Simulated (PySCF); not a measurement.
PySCF input file for silyl(silyloxy)silane (H8OSi3), SMILES [SiH3]O[SiH2][SiH3], TDDFT-B3LYP/def2-SVPD. Geometry: TPSSh-D3(BJ)/def2-SVP. Other conformers were not sampled.

```python
import numpy as np
from pyscf import gto, scf, dft, tdscf

mol = gto.M(
    atom='''
    Si    1.75045618    1.13872281    0.60024938
    O     1.18757037   -0.28727571   -0.04056295
    Si   -0.14469455   -1.07624772   -0.66209975
    Si   -2.13168936   -0.02313005    0.04075142
    H     2.40232248    1.95353255   -0.45932517
    H     2.73741962    0.82850962    1.66493511
    H     0.61792738    1.91500865    1.18126002
    H    -0.07208127   -1.07939038   -2.15091925
    H    -0.11286615   -2.48829435   -0.19340181
    H    -2.18759699    1.37893628   -0.46279293
    H    -3.31102082   -0.76669504   -0.48865548
    H    -2.21167877    0.00576775    1.52878851
    ''',
    basis='def2-SVPD',
    charge=0,
    spin=0,
    max_memory=1600,
    verbose=4,
)
mf = dft.RKS(mol, xc='b3lyp').density_fit(auxbasis='def2-universal-jkfit')
mf.grids.level = 3
mf.conv_tol = 1e-9
mf.max_cycle = 100
mf.kernel()
mf.grids = dft.Grids(mol).set(level=1).build(with_non0tab=True)  # coarser grid for the response kernel
td = tdscf.TDDFT(mf)
td.singlet = True
td.nstates = 10
td.conv_tol = 1e-4
td.positive_eig_threshold = 1e-6
td.kernel(x0=td.get_init_guess(mf, 15))
td.analyze()
tt = tdscf.TDA(mf)
tt.singlet = False
tt.nstates = 4
tt.conv_tol = 1e-4
tt.positive_eig_threshold = 1e-6
tt.kernel(x0=tt.get_init_guess(mf, 9))
tt.analyze(verbose=3)
```

It prints:

```
PySCF version 2.14.0

[INPUT] verbose = 4
[INPUT] num. atoms = 12
[INPUT] num. electrons = 58
[INPUT] charge = 0
[INPUT] spin (= nelec alpha-beta = 2S) = 0
[INPUT] symmetry False subgroup None
[INPUT] Mole.unit = angstrom
[INPUT] Symbol           X                Y                Z      unit          X                Y                Z       unit  Magmom
[INPUT]  1 Si     1.750456180000   1.138722810000   0.600249380000 AA    3.307882773252   2.151874242695   1.134306934640 Bohr   0.0
[INPUT]  2 O      1.187570370000  -0.287275710000  -0.040562950000 AA    2.244182752948  -0.542872414140  -0.076652866304 Bohr   0.0
[INPUT]  3 Si    -0.144694550000  -1.076247720000  -0.662099750000 AA   -0.273433071217  -2.033813432988  -1.251187194643 Bohr   0.0
[INPUT]  4 Si    -2.131689360000  -0.023130050000   0.040751420000 AA   -4.028309073049  -0.043709459747   0.077009022987 Bohr   0.0
[INPUT]  5 H      2.402322480000   1.953532550000  -0.459325170000 AA    4.539731550086   3.691641494923  -0.867998773419 Bohr   0.0
[INPUT]  6 H      2.737419620000   0.828509620000   1.664935110000 AA    5.172973369811   1.565656273367   3.146271373073 Bohr   0.0
[INPUT]  7 H      0.617927380000   1.915008650000   1.181260020000 AA    1.167713513070   3.618841874673   2.232257919698 Bohr   0.0
[INPUT]  8 H     -0.072081270000  -1.079390380000  -2.150919250000 AA   -0.136213859011  -2.039752199690  -4.064648298555 Bohr   0.0
[INPUT]  9 H     -0.112866150000  -2.488294350000  -0.193401810000 AA   -0.213286112234  -4.702194838803  -0.365476452895 Bohr   0.0
[INPUT] 10 H     -2.187596990000   1.378936280000  -0.462792930000 AA   -4.133959182023   2.605811912427  -0.874551890085 Bohr   0.0
[INPUT] 11 H     -3.311020820000  -0.766695040000  -0.488655480000 AA   -6.256922542533  -1.448843646662  -0.923425026468 Bohr   0.0
[INPUT] 12 H     -2.211678770000   0.005767750000   1.528788510000 AA   -4.179467150815   0.010899467855   2.888991586282 Bohr   0.0

nuclear repulsion = 277.092823439223
number of shells = 71
number of NR pGTOs = 239
number of NR cGTOs = 159
basis = def2-SVPD
ecp = {}


[settings echo left out]
init E= -948.140757369112
  HOMO = -0.301276712947193  LUMO = -0.0726367522591533  gap/eV = 6.22161
cycle= 1 E= -948.202384532786  delta_E= -0.0616  |g|= 0.761  |ddm|= 3.73
  HOMO = -0.171412234231455  LUMO = -0.0168959472398473  gap/eV = 4.20460
cycle= 2 E= -947.829998736748  delta_E= 0.372  |g|= 1.55  |ddm|=    2
  HOMO = -0.289046339023695  LUMO = -0.0328966036132923  gap/eV = 6.97019
cycle= 3 E= -948.310168772543  delta_E= -0.48  |g|= 0.0742  |ddm|= 1.41
  HOMO = -0.281899890349716  LUMO = -0.0256660413887917  gap/eV = 6.97248
cycle= 4 E= -948.311624024424  delta_E= -0.00146  |g|= 0.0271  |ddm|= 0.205
  HOMO = -0.28616585885415  LUMO = -0.0288466297895287  gap/eV = 7.00201
cycle= 5 E= -948.311905512731  delta_E= -0.000281  |g|= 0.00365  |ddm|= 0.0553
  HOMO = -0.28554197539348  LUMO = -0.0284183840351875  gap/eV = 6.99669
cycle= 6 E= -948.31191029905  delta_E= -4.79e-06  |g|= 0.000828  |ddm|= 0.00778
  HOMO = -0.28560913487717  LUMO = -0.0284250390875052  gap/eV = 6.99834
cycle= 7 E= -948.31191052269  delta_E= -2.24e-07  |g|= 0.000142  |ddm|= 0.00153
  HOMO = -0.285601388071493  LUMO = -0.0284281265716575  gap/eV = 6.99804
cycle= 8 E= -948.311910528906  delta_E= -6.22e-09  |g|= 2.81e-05  |ddm|= 0.000309
  HOMO = -0.285606003129426  LUMO = -0.0284304751896012  gap/eV = 6.99810
cycle= 9 E= -948.311910529133  delta_E= -2.27e-10  |g|= 5.7e-06  |ddm|= 6.44e-05
  HOMO = -0.285605028341428  LUMO = -0.028429770760527  gap/eV = 6.99810
Extra cycle  E= -948.311910529136  delta_E= -2.5e-12  |g|= 7.95e-06  |ddm|= 1.91e-05
converged SCF energy = -948.311910529136
tot grids = 44192
Overwritten attributes  positive_eig_threshold  of <class 'pyscf.tdscf.rks.TDDFT'>


******** <class 'pyscf.tdscf.rks.TDDFT'> for <class 'pyscf.df.df_jk.DFRKS'> ********
nstates = 10 singlet
deg_eia_thresh = 1.000e-03
wfnsym = None
conv_tol = 0.0001
eigh lindep = 1e-12
eigh level_shift = 0
eigh max_cycle = 100


Excitation energies (eV)
[6.02833884 6.6015158  7.01522735 7.09671635 7.35913979 7.40562106
 7.53674568 7.63368205 7.69344307 7.77436864]

** Singlet excitation energies and oscillator strengths **
Excited State   1:      6.02834 eV    205.67 nm  f=0.0094
      29 -> 30       -0.70038
Excited State   2:      6.60152 eV    187.81 nm  f=0.0004
      28 -> 30        0.70155
Excited State   3:      7.01523 eV    176.74 nm  f=0.0025
      29 -> 31       -0.69736
Excited State   4:      7.09672 eV    174.71 nm  f=0.0230
      29 -> 32        0.68376
Excited State   5:      7.35914 eV    168.48 nm  f=0.2612
      25 -> 30       -0.10389
      27 -> 30       -0.16254
      28 -> 32       -0.10315
      29 -> 33        0.65712
Excited State   6:      7.40562 eV    167.42 nm  f=0.0198
      27 -> 30       -0.59909
      29 -> 33       -0.14175
      29 -> 34        0.24565
      29 -> 35       -0.19021
Excited State   7:      7.53675 eV    164.51 nm  f=0.0094
      29 -> 34       -0.51688
      29 -> 35       -0.43168
Excited State   8:      7.63368 eV    162.42 nm  f=0.0002
      27 -> 30       -0.30407
      29 -> 34       -0.36567
      29 -> 35        0.50525
Excited State   9:      7.69344 eV    161.16 nm  f=0.0028
      24 -> 30        0.10925
      26 -> 30       -0.51070
      28 -> 31        0.42406
      28 -> 34        0.15477
Excited State  10:      7.77437 eV    159.48 nm  f=0.0110
      26 -> 30        0.21967
      28 -> 31        0.34084
      29 -> 36        0.54657

** Transition electric dipole moments (AU) **
state          X           Y           Z        Dip. S.      Osc.
  1        -0.1000     -0.1927     -0.1273      0.0633      0.0094
  2         0.0148      0.0447     -0.0183      0.0026      0.0004
  3         0.1137      0.0345     -0.0166      0.0144      0.0025
  4        -0.0544      0.2025     -0.2975      0.1325      0.0230
  5        -1.0207      0.4929      0.4049      1.4487      0.2612
  6         0.3253      0.0543      0.0223      0.1092      0.0198
  7         0.0957     -0.1529     -0.1350      0.0508      0.0094
  8         0.0359      0.0050     -0.0003      0.0013      0.0002
  9         0.0346     -0.0612      0.0997      0.0149      0.0028
 10         0.0894     -0.1767      0.1365      0.0579      0.0110

** Transition velocity dipole moments (imaginary part, AU) **
state          X           Y           Z        Dip. S.      Osc.
  1        -0.0191     -0.0473     -0.0324      0.0036      0.0110
  2         0.0033      0.0162     -0.0125      0.0004      0.0012
  3         0.0285      0.0071     -0.0056      0.0009      0.0023
  4        -0.0145      0.0558     -0.0812      0.0099      0.0254
  5        -0.2866      0.1382      0.1137      0.1142      0.2815
  6         0.0954      0.0135      0.0051      0.0093      0.0228
  7         0.0275     -0.0447     -0.0390      0.0043      0.0103
  8         0.0082     -0.0025     -0.0032      0.0001      0.0002
  9         0.0107     -0.0202      0.0335      0.0016      0.0039
 10         0.0262     -0.0537      0.0416      0.0053      0.0124

** Transition magnetic dipole moments (imaginary part, AU) **
state          X           Y           Z
  1         0.0274      0.3457     -0.3885
  2         0.1694      0.3034      0.2702
  3         0.0227      0.3165     -0.3623
  4        -0.0490      0.2024      0.3183
  5         0.0665     -0.8377      1.3894
  6         0.1778     -0.5437      0.8933
  7         0.0375     -0.5385      0.8460
  8        -0.1631     -0.1498      0.0234
  9        -0.8123      0.8177      0.6928
 10         0.8448      0.6784      0.1565
Overwritten attributes  positive_eig_threshold  of <class 'pyscf.tdscf.rks.TDA'>


******** <class 'pyscf.tdscf.rks.TDA'> for <class 'pyscf.df.df_jk.DFRKS'> ********
nstates = 4 triplet
deg_eia_thresh = 1.000e-03
wfnsym = None
conv_tol = 0.0001
eigh lindep = 1e-12
eigh level_shift = 0
eigh max_cycle = 100


Excitation energies (eV)
[5.49774238 6.2564415  6.33711368 6.66567144]

** Triplet excitation energies and oscillator strengths **
Excited State   1:      5.49774 eV    225.52 nm  f=0.0000
Excited State   2:      6.25644 eV    198.17 nm  f=0.0000
Excited State   3:      6.33711 eV    195.65 nm  f=0.0000
Excited State   4:      6.66567 eV    186.00 nm  f=0.0000
```

The calculation finished and met its thresholds.

Cost: about 3 core-minutes (a rough figure).
